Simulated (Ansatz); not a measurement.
`C[N]=[W](=[O])([OH])[F]`. Charge 0, multiplicity 1. W takes the def2 core potential.

```xyz
10

C     0.340    1.519    0.870
N     0.266    0.193    0.370
W     0.105   -1.021   -0.868
O    -0.133   -0.226   -2.358
O    -1.416   -2.068   -0.477
F     1.686   -2.026   -0.910
H    -0.420    1.675    1.642
H     0.186    2.258    0.075
H     1.319    1.696    1.327
H    -1.932   -2.000    0.328
```

Question: List the harmonic frequencies (cm⁻¹, unscaled) at PBE0-D4/def2-TZVP in Ansatz. (An estimate is asked.)

Answer: Ansatz gave: 93, 120, 128, 188, 226, 262, 324, 354, 391, 647, 668, 682, 743, 1022, 1112, 1114, 1374, 1440, 1471, 1473, 3020, 3091, 3097, 3912.

Question: Is this a minimum?

Answer: Yes, all 24 modes are real.

Question: Give the ideal-gas thermochemistry at 298.15 K and 1 bar (rigid rotor, harmonic oscillator; point group C1, symmetry number 1).

Answer: Zero-point energy 161.2 kJ/mol; H(298) − E = 185.2 kJ/mol; entropy 380.9 J/(mol·K), of which translation 178.4, rotation 116.7, vibration 85.8; G(298) − E = 71.6 kJ/mol. Modes under 100 cm⁻¹ are hindered rotations or soft bends, so the harmonic entropy is rough.

Question: Rotational constants (cm⁻¹)?

Answer: 0.1047, 0.06147, 0.05664.
